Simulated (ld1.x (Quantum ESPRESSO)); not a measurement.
# Before and after: PAW potential for Co

```
Element                 : Co
Generator               : ld1.x (Quantum ESPRESSO) 7.5
Type                    : PAW
Functional              : PBEsol
Relativity              : scalar-relativistic
Frozen core             : [Ar]
Valence charge          : 9
Reference configuration : 3d7 4s1.5 4p0.5
Partial waves           : 4s (bound): rcut 2.30, rcutus 2.50 bohr; 4s channel at 0.05 Ry: rcut 2.30, rcutus 2.50 bohr; 4p (bound): rcut 2.60, rcutus 3.50 bohr; 4p channel at 0.3 Ry: rcut 2.60, rcutus 3.50 bohr; 3d (bound): rcut 1.40, rcutus 1.90 bohr; 3d channel at 2.4 Ry: rcut 1.40, rcutus 1.90 bohr
Local potential         : all-electron potential smoothed inside 1.90 bohr (lloc = -1)
Core correction         : a·sin(br)/r model core, default radius (ld1.x builds one for every PAW set, though the input has nlcc=.false.)
Augmentation charge     : PSQ, inside the norm-conserving radii
```

All-electron outer shells of the reference configuration (PBEsol, scalar-relativistic, ld1.x):

| shell | level (eV) | outermost node (bohr) | outermost maximum (bohr) |
| --- | --- | --- | --- |
| 3s | -103.11 | 0.31 | 0.66 |
| 3p | -66.48 | 0.28 | 0.68 |
| 3d | -9.17 | – | 0.66 |
| 4s | -6.10 | 0.96 | 2.29 |
| 4p | -1.72 | 1.05 | 3.13 |

Change: waves 4s (bound): rcut 2.30, rcutus 2.86 bohr; 4s channel at 0.05 Ry: rcut 2.30, rcutus 2.86 bohr.

Cutoffs: the cutoffs (Ry, on a coarse ladder) from which the occupation-weighted sum of valence levels, in a spherical-Bessel basis at the reference potential, stays within 10 and 1 mRy of its value at 400 Ry; they do not see the model core or the augmentation charge, which bear on the density cutoff. Errors are all-electron minus pseudo energies relative to the spin-unpolarised reference configuration.

Q: How do hardness, ghosts and transferability respond?

A: The potential gets neither clearly harder nor softer (30 Ry and 45 Ry → 30 Ry and 45 Ry); of the 7 tests that both files solve, the error grows in 0 and shrinks in 1 by more than 15 % and 0.3 meV (median size 3.3 → 3.4 meV); the range in which the s phases agree narrows (upper end 3.4 → 1.2); neither file shows a bound ghost.

| quantity | base | changed |
| --- | --- | --- |
| cutoff, loose | 30 Ry | 30 Ry |
| cutoff, tight | 45 Ry | 45 Ry |
| bound ghosts | none | none |
| error for 3d7 4s2 4p0, meV [ΔE -2.16 eV] | -0.1 | -0.1 |
| error for 3d7 4s1 4p0, meV [ΔE 6.89 eV] | -2.3 | -2.2 |
| error for 3d7 4s0 4p0, meV [ΔE 23.59 eV] | -10 | -10 |
| error for 3d5 4s0 4p0, meV [ΔE 114.74 eV] | -1530 | -1530 |
| error for 3d7 4s0 4p2, meV [ΔE 6.86 eV] | -3.3 | -3.4 |
| error for 3d7.5 4s1.5 4p0, meV [ΔE -3.12 eV] | -18 | -15 |
| error for 3d7 4s1.5 4p0, meV [ΔE 1.46 eV] | -0.3 | -0.2 |
| s: phases at 3.80 bohr within 0.05 rad from the reference energy up to (Ry; the scan ends near 5) | 3.4 | 1.2 |
| p: phases at 3.80 bohr within 0.05 rad from the reference energy up to (Ry; the scan ends near 5) | 1.6 | 1.6 |
| d: phases at 3.80 bohr within 0.05 rad from the reference energy up to (Ry; the scan ends near 5) | to the end of the scan | to the end of the scan |
| lowest overlap eigenvalue by channel | s 0.36, p 0.65, d 0.90 | s 0.32, p 0.65, d 0.90 |
